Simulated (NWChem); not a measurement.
System meant: BeSiH$_{3}$Cl; SMILES [SiH3][Be][Cl]

The following NWChem deck was run.

```
start job
memory heap 200 mb stack 900 mb global 1100 mb
geometry units angstroms noautoz
  Be     0.000000     0.000000    -0.161723
  Cl     0.000000     0.000000    -1.984899
  Si     0.000000     0.000000     2.007591
  H      0.552395    -1.279039     2.558779
  H     -1.383877     0.161131     2.558779
  H      0.831482     1.117907     2.558779
end
basis spherical
  * library def2-svp
end
dft
  odft
  mult 2
  xc xpbe96 cpbe96
  iterations 150
  mulliken
end
task dft energy
```

End of the output:

```
                                 NWChem DFT Module
                                 -----------------

 Summary of "ao basis" -> "ao basis" (spherical)
 ------------------------------------------------------------------------------
       Tag                 Description            Shells   Functions and Types
 ---------------- ------------------------------  ------  ---------------------
 Be                         def2-svp                 5        9   3s2p
 Cl                         def2-svp                 8       18   4s3p1d
 Si                         def2-svp                 8       18   4s3p1d
 H                          def2-svp                 3        5   2s1p

 Summary of "ao basis" -> "ao basis" (spherical)
 ------------------------------------------------------------------------------
       Tag                 Description            Shells   Functions and Types
 ---------------- ------------------------------  ------  ---------------------
 Be                         def2-svp                 5        9   3s2p
 Cl                         def2-svp                 8       18   4s3p1d
 Si                         def2-svp                 8       18   4s3p1d
 H                          def2-svp                 3        5   2s1p

      Symmetry analysis of basis
      --------------------------

        a1         25
        a2          1
        e          34

  Rotation of axis
  number of electrons :                   38
  multiplicity        :                    2
 ------------------------------------------------------------------------
  no. of electrons and multiplicity not compatible                  38
 ------------------------------------------------------------------------
 ------------------------------------------------------------------------
  current input line :
    21: task dft energy
 ------------------------------------------------------------------------
 ------------------------------------------------------------------------
 There is an error in the input file
 ------------------------------------------------------------------------
 For more information see the NWChem manual at https://nwchemgit.github.io

0: no. of electrons and multiplicity not compatible:Received an Error in Communication
```

Can this run be used? If not, why, and what is the fix?

The program refused the input. Cause: the multiplicity doesn't fit the number of electrons (an even count wants an odd multiplicity, and the reverse). This input runs:
```
start job
memory heap 200 mb stack 900 mb global 1100 mb
geometry units angstroms noautoz
  Be     0.000000     0.000000    -0.161723
  Cl     0.000000     0.000000    -1.984899
  Si     0.000000     0.000000     2.007591
  H      0.552395    -1.279039     2.558779
  H     -1.383877     0.161131     2.558779
  H      0.831482     1.117907     2.558779
end
basis spherical
  * library def2-svp
end
dft
  xc xpbe96 cpbe96
  iterations 150
  mulliken
end
task dft energy
```
It converges to -765.66228 Ha (PBE/def2-SVP).
